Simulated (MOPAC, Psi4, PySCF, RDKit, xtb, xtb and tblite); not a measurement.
Two geometries of C₈H₈OSSi, SMILES c1coc([SiH2]c2cccs2)c1, singlet, relaxed at GFN2-xTB with one dihedral held; other torsions can differ between them too.

Structure A

```
19

C     -3.1535     0.9763    -0.3769
C     -3.4262    -0.2505    -0.9019
O     -2.4631    -1.1250    -0.5872
C     -1.5355    -0.4707     0.1527
Si    -0.0881    -1.4759     0.7827
C      1.4870    -0.5271     0.4171
C      1.6708     0.6687    -0.2153
C      3.0229     1.0557    -0.3244
C      3.8659     0.1439     0.2246
S      3.0195    -1.1984     0.8819
C     -1.9283     0.8320     0.3094
H     -3.7474     1.8630    -0.4678
H     -4.2437    -0.6083    -1.4968
H     -0.1958    -1.6800     2.2345
H     -0.0779    -2.7621     0.0809
H      0.8516     1.2541    -0.5938
H      3.3508     1.9683    -0.7900
H      4.9358     0.1741     0.2850
H     -1.4012     1.5896     0.8535
```

Structure B

```
19

C      2.9712     0.9552    -0.7009
C      3.6312    -0.1608    -0.2838
O      2.7711    -1.0750     0.1821
C      1.5222    -0.5594     0.0728
Si     0.0907    -1.6213     0.6480
C     -1.4512    -0.5606     0.5231
C     -1.7334     0.6207     1.1456
C     -2.9980     1.1526     0.8179
C     -3.6754     0.3668    -0.0582
S     -2.7774    -1.0311    -0.4915
C      1.6029     0.6967    -0.4697
H      3.4039     1.8421    -1.1169
H      4.6740    -0.4116    -0.2692
H      0.2984    -2.0323     2.0424
H     -0.0659    -2.7932    -0.2185
H     -1.0457     1.0961     1.8230
H     -3.3836     2.0751     1.2149
H     -4.6491     0.5208    -0.4793
H      0.7779     1.3485    -0.6743
```

Question: Which is lower in energy at the level PBE0-D3(BJ)/def2-SVP // GFN2-xTB (Psi4 1.11), and by how much?

Answer: B is lower, by 4.48 kJ/mol (dihedral C4–Si5–C6–S10: 180° in A, 120° in B).

E(B) − E(A) in kJ/mol at the other levels, on the same two geometries: GFN2-xTB (xtb and tblite) 0.58; MMFF94 // GFN2-xTB (RDKit) -0.88; PBE0/def2-SVP // GFN2-xTB (Psi4) -4.23; PBE/def2-SVP // GFN2-xTB (Psi4) -3.86; PBE-D3(BJ)/def2-SVP // GFN2-xTB (Psi4) -4.05; UFF // GFN2-xTB (RDKit) -5.03; PM7, restricted, heats of formation // GFN2-xTB (MOPAC) -0.69; AM1, restricted, heats of formation // GFN2-xTB (MOPAC) -2.01; GFN1-xTB // GFN2-xTB (xtb) 0.77; restricted B3LYP/6-31G*, spherical d, density fitting // GFN2-xTB (PySCF) -3.33; restricted Hartree-Fock/STO-3G // GFN2-xTB (PySCF) -1.53; restricted MP2 (frozen core)/3-21G // GFN2-xTB (PySCF) -3.58.
